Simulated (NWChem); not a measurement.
System: SnBr4; SMILES [Br][Sn]([Br])([Br])[Br]

```xyz
5

Br    -0.5472    -2.4050     0.0529
Sn     0.0000     0.0000     0.0000
Br    -1.8280     1.2352    -1.1040
Br     2.0967     0.3389    -1.2550
Br     0.2785     0.8309     2.3061
```
Atoms are numbered in this order, from 1.

Computed with NWChem. Structure relaxed at the PBE0/def2-SVP level. Not confirmed as a minimum by frequencies. def2 effective core potentials on Sn; no spin-orbit coupling.

For level Hartree-Fock/STO-3G (all-electron, non-relativistic):

| Quantity | Value |
|---|---|
| highest occupied level (eV) | -9.10 |
| orbital gap (eV) | 14.15 |

**Question.** How do the values read with level Hartree-Fock/def2-SVP (core potentials) instead?

**Answer.** 
- highest occupied level (eV) = -11.87
- orbital gap (eV) = 11.79
